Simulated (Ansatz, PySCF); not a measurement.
C2H4BBrO. Atoms are numbered in the order given.

```xyz
9

B     -0.3117     0.5602     0.0000
Br     0.1911    -1.3179     0.0000
C      0.7905     1.6591     0.0000
C      0.4692     2.9606     0.0000
H      1.8474     1.3696     0.0000
H      1.2288     3.7509     0.0000
H     -0.5784     3.2832     0.0000
O     -1.6221     0.8853     0.0000
H     -2.2097     0.1206     0.0000
```
Charge 0, spin multiplicity 1.

Geometry optimised at ωB97X-D3(BJ)/def2-SVP. Other conformers were not sampled.

Vertical ionisation energy (IE) and electron affinity (EA) in eV. Rows of orbital energies are one-electron estimates. Where ΔSCF, EOM or ADC give a negative EA the extra electron is unbound and the value depends on the basis.

```
level                                                                  IE     EA
-------------------------------------------------------------------  ----  -----
−ε(HOMO), −ε(LUMO), CAM-B3LYP/def2-TZVP (PySCF)                      9.46   0.35
−ε(HOMO), −ε(LUMO), PBE/def2-TZVP (PySCF)                            7.02   2.43
ΔSCF, PBE0/def2-SVPD (Ansatz), final states of multiplicity 2 and 2     ?      ?
ΔSCF, PBE/def2-SVPD (Ansatz), final states of multiplicity 2 and 2   9.97  -0.21
```

Q: Complete the blanks. (The exact figures need the calculation; the answer reports its results.)

A: 
- ΔSCF, PBE0/def2-SVPD (Ansatz, a quantum-chemistry and plane-wave program), final states of multiplicity 2 and 2, IE: 10.23
- ΔSCF, PBE0/def2-SVPD (Ansatz), final states of multiplicity 2 and 2, EA: -0.23

Q: What vertical singlet–triplet gap does ΔSCF give with PBE0/def2-SVPD (Ansatz) and with PBE/def2-SVPD (Ansatz)? (The exact figures need the calculation; the answer reports its results.)

A: 3.70 and 3.83 eV (triplet above singlet where positive).
